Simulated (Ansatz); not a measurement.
Species: PN, net charge 1, doublet state. 
Coordinates optimised at B3LYP-D3(BJ)/def2-TZVP (Ansatz, a program for electronic structure):
```xyz
2

N      0.0000     0.0000    -1.0056
P      0.0000     0.0000     0.4693
```
Charge +1, spin multiplicity 2.

Total electronic energies in hartree. Valence correlation only, unless marked. Open shells are spin-unrestricted. Spin-orbit coupling is left out. Non-relativistic. CBS(X,Y): correlation extrapolated as X^-3; Hartree-Fock from the larger set (for Q and 5 zeta extrapolated as (X+1)exp(-9√X)). [CCSD(T)-MP2]/basis is that difference in the basis named.

The UHF reference is spin-contaminated (<S^2> 0.65 over the pure value in the largest basis). The T1 diagnostic of CCSD in the largest basis is 0.092, which is high, so the coupled-cluster rows are less sure than usual.

```tsv
level	program	energy (Eh)
HF/def2-SVP	Ansatz	-394.61167
RI-HF/aug-cc-pV(T+d)Z	Ansatz	-394.80856
PBE-D3(BJ)/def2-TZVPD	Ansatz + dftd3	-395.45299
BLYP-D3(BJ)/def2-TZVPD	Ansatz + dftd3	-395.67784
revPBE-D4/def2-TZVPD	Ansatz + dftd4	…
B3LYP/def2-TZVPD	Ansatz	…
PBE0-D3(BJ)/def2-TZVP	Ansatz + dftd3	-395.46707
PBE0-D3(BJ)/def2-TZVPD	Ansatz + dftd3	-395.46735
PBE0-D4/def2-TZVPD	Ansatz + dftd4	-395.46714
r2SCANh/def2-TZVPD	Ansatz	-395.59939
HSE06-D3(BJ)/def2-TZVPD	Ansatz + dftd3	-395.45821
LC-wPBE-D4/def2-TZVPD	Ansatz + dftd4	-395.50157
MP2/CBS(def2-TZVPPD,def2-QZVPPD)	Ansatz	-395.0866
RI-MP2/CBS(aug-cc-pV(T+d)Z,aug-cc-pV(Q+d)Z)	Ansatz	-395.0862
SCS-MP2/def2-SVP	Ansatz	-394.79684
SCS-MP2/def2-SVPD	Ansatz	-394.80817
SCS-MP2/def2-QZVPPD	Ansatz	-395.06652
CCSD/cc-pV(D+d)Z	Ansatz	-395.02489
CCSD/def2-TZVPPD	Ansatz	-395.09379
CCSD(T)/def2-TZVPPD	Ansatz	-395.11192
CCSDT/cc-pV(D+d)Z	Ansatz	-395.04077
RI-MP2/CBS(def2-TZVPP,def2-QZVPP)+[CCSD(T)-MP2]/def2-TZVPP	Ansatz	-395.1547
CCSD(T)/CBS(cc-pV(Q+d)Z,cc-pV(5+d)Z)	Ansatz	-395.1539
```

**Question.** Complete the blanks.

**Answer.** 
- revPBE-D4/def2-TZVPD, energy (Eh): -395.59715
- B3LYP/def2-TZVPD, energy (Eh): -395.68141
